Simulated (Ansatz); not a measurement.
A nudged elastic band was laid between two geometries of ClF$_{3}$H$_{4}$OSiTi (11 atoms, charge 0, multiplicity 1).

The calculation used RKS PBE/def2-SVP in Ansatz.

```json
{"movable images": "7", "climbing image": "yes", "spring": "5.0 eV/Å²", "optimiser": "quadratic models (default)", "start path": "through a guess of the saddle point", "force threshold": "0.03 eV/Å", "iteration limit": "60", "end points": "relaxed"}
```

Image 0:

```xyz
11
Properties=species:S:1:pos:R:3
Ti 0.010 0.088 0.077
O -0.345 0.262 1.879
Si -1.285 -0.463 3.104
H -2.263 -1.405 2.464
H -0.371 -1.201 4.039
H -2.004 0.628 3.843
Cl 1.995 -0.694 -0.480
F -0.617 1.337 -0.969
F -1.053 -1.249 -0.275
F 1.186 1.939 1.037
H 0.703 1.566 1.785
```

Image 8:

```xyz
11
Properties=species:S:1:pos:R:3
Ti 0.053 0.570 -0.105
O 0.125 0.211 2.168
Si -1.077 -0.594 3.103
H -1.311 -1.895 2.410
H -0.500 -0.797 4.475
H -2.326 0.232 3.198
Cl 1.410 -1.166 -0.299
F -0.125 1.059 -1.770
F -1.636 0.150 0.226
F 0.772 2.060 0.525
H 0.574 0.978 2.570
```

**Question.** Which bonds break or form, and what moves?

**Answer.** Bonds broken: F10–H11. Bonds formed: O2–H11.

**Question.** Give the energies along the band, and the barrier.

**Answer.** It converged. The highest image is number 2 of 0 to 8, 0.119 eV above the first end and 0.574 eV above the last; the last end lies 0.455 eV below the first. A vibrational analysis at the climbing image gives 2 clearly imaginary modes (415i, 42i cm⁻¹): a point of higher order, so a lower path passes nearby. The orbitals stay closed-shell, which can raise the energy where a bond breaks towards radicals; this wasn't checked here.

| image | path coordinate (Å) | energy (eV) | F10–H11 (Å) | O2–H11 (Å) |
| --- | --- | --- | --- | --- |
| 0 | 0.00 | 0.000 | 0.97 | 1.68 |
| 1 | 0.64 | -0.001 | 0.97 | 1.68 |
| 2 | 1.28 | 0.119 | 1.14 | 1.23 |
| 3 | 1.75 | -0.145 | 1.60 | 1.01 |
| 4 | 2.22 | -0.265 | 1.91 | 0.98 |
| 5 | 2.69 | -0.333 | 2.03 | 0.98 |
| 6 | 3.16 | -0.406 | 2.15 | 0.98 |
| 7 | 3.62 | -0.449 | 2.31 | 0.98 |
| 8 | 4.09 | -0.455 | 2.32 | 0.98 |

**Question.** What is the geometry of the highest image?

**Answer.** 
```xyz
11
Properties=species:S:1:pos:R:3
Ti 0.091 0.278 0.027
O -0.255 0.274 1.968
Si -1.252 -0.466 3.137
H -1.892 -1.665 2.508
H -0.387 -0.864 4.297
H -2.291 0.521 3.586
Cl 1.853 -0.786 -0.734
F -0.459 1.509 -1.072
F -1.186 -0.901 -0.173
F 1.171 1.717 1.076
H 0.566 1.190 1.881
```

The band took 24 iterations and about 22 core-minutes.

The run took 5.8 min on 4 threads of Arm Neoverse V1, on a shared host, peak memory 0.24 GiB.
